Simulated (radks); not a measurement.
Si, configuration [Ne] 3s2 3p2. All-electron calculation, scalar-relativistic Kohn-Sham, PBE, spin-polarised, spherical densities, finite nucleus; open shells are filled with parallel spins first; Fermi nuclear charge, rms radius 3.1224 fm. Program: a radial shooting solver on a logarithmic mesh with Libxc functionals. Some entries of the table are withheld. Estimate them.

| orbital | occ. | eigenvalue (eV) | <1/r> (bohr^-1) |
|---|---|---|---|
| 1s up | 1 | -1785.722 | 13.64 |
| 1s down | 1 | -1785.579 | 13.64 |
| 2s up | 1 | -139.3105 | 2.580 |
| 2s down | 1 | -139.1511 | 2.579 |
| 2p up | 3 | (1) | 2.460 |
| 2p down | 3 | (2) | 2.460 |
| 3s up | 1 | -11.3742 | 0.6251 |
| 3s down | 1 | -9.6938 | 0.6315 |
| 3p up | 2 | -4.6208 | 0.4889 |
| 3p down | 0 | -2.9914 | 0.4762 |

Answer. 
(1) 2p up eigenvalue (eV): -95.3945
(2) 2p down eigenvalue (eV): -95.1836
